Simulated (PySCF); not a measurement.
**Where the electron goes**

Species: C5H9FSi.
Cartesian coordinates in Å at the GFN2-xTB level; atoms count from 1:
```
atom  x, y, z in Å
C1     2.5294    0.0244    0.1413
C2     1.2848   -0.7493   -0.1241
C3     0.0614   -0.2704    0.0430
Si4   -0.7772    1.3709    0.4566
C5    -2.1845    0.2511   -0.2083
C6    -1.2504   -0.9680   -0.2398
F7    -1.2718   -1.6404   -1.4474
H8     2.2891    1.0239    0.4970
H9     3.1273    0.1021   -0.7665
H10    3.1353   -0.4863    0.8898
H11    1.4267   -1.7653   -0.4784
H12   -0.4323    2.5415   -0.3478
H13   -0.8674    1.6948    1.8810
H14   -2.5022    0.4998   -1.2185
H15   -3.0783    0.0999    0.3911
H16   -1.4976   -1.7196    0.5195
```

Theory: TDDFT CAM-B3LYP/def2-SVPD, vertical, gas phase, core orbitals frozen in the response (PySCF).

Frontier orbitals with the atoms that hold most of them (Löwdin shares over 4%, at most four atoms; ? is withheld):

```csv
orbital,ε (eV),atoms
LUMO+2,1.24,"Si4 36%, C1 12%, H12 8%, H13 7%"
LUMO+1,1.02,"Si4 33%, H12 12%, H13 11%, C5 10%"
LUMO,0.44,?
HOMO,?,"C3 33%, C2 30%, C1 7%, C6 6%"
HOMO-1,-9.62,?
HOMO-2,-9.83,"C5 38%, Si4 23%, C3 7%, F7 7%"
HOMO-3,-10.75,"F7 23%, C5 20%, C6 18%, C3 13%"
```

(1) Give the leading atoms of the HOMO-1.

(2) Which atoms hold the LUMO, and with what shares?

(3) What is the HOMO energy, and the HOMO–LUMO gap?

Answers

(1) C3 (bonded to 2 C and Si) 29%; Si4 (bonded to 2 C and 2 H) 17%; F7 (bonded to C) 12%; C6 (bonded to 2 C, F and H) 12%. By element: carbon 41% or more, silicon 17%, fluorine 12%.

(2) C2 (bonded to 2 C and H) 27%; C3 (bonded to 2 C and Si) 22%; Si4 (bonded to 2 C and 2 H) 10%; C6 (bonded to 2 C, F and H) 9%. By element: carbon 57% or more, silicon 10%.

(3) ε(HOMO) = -8.74 eV; the gap is 9.18 eV (0.3373 hartree).

Q: The HOMO–LUMO gap is 9.18 eV. Where does the response calculation put the lowest singlet, and from which orbitals?

A: S1 is at 6.13 eV (f = 0.0089), 3.05 eV below the gap, made of HOMO-1→LUMO (87%). Its leading pair isn't HOMO and LUMO; the energies of that pair differ by 10.07 eV. Without the coupling terms of the response equations the lowest excitation would equal the gap.

Q: Give energy, strength and leading configuration of S1, S2, S3 and S4, and follow the Löwdin shares of the leading atoms from the occupied to the empty orbital.

A: 
- S1 (6.13 eV, f 0.0089), HOMO-1→LUMO (87%): C3 29% → 22%, Si4 17% → 10%, C2 at most 12% → 27%
- S2 (6.39 eV, f 0.362), HOMO→LUMO (90%): C3 33% → 22%, C2 30% → 27%
- S3 (6.73 eV, f 0.0012), HOMO→LUMO+1 (77%): C3 33% → at most 11%, C2 30% → at most 11%, Si4 at most 7% → 33%, H12 at most 7% → 12%
- S4 (6.85 eV, f 0.017), HOMO-2→LUMO (76%): C5 38% → at most 9%, Si4 23% → 10%, C2 at most 7% → 27%, C3 7% → 22%

One conformer stands for the species.
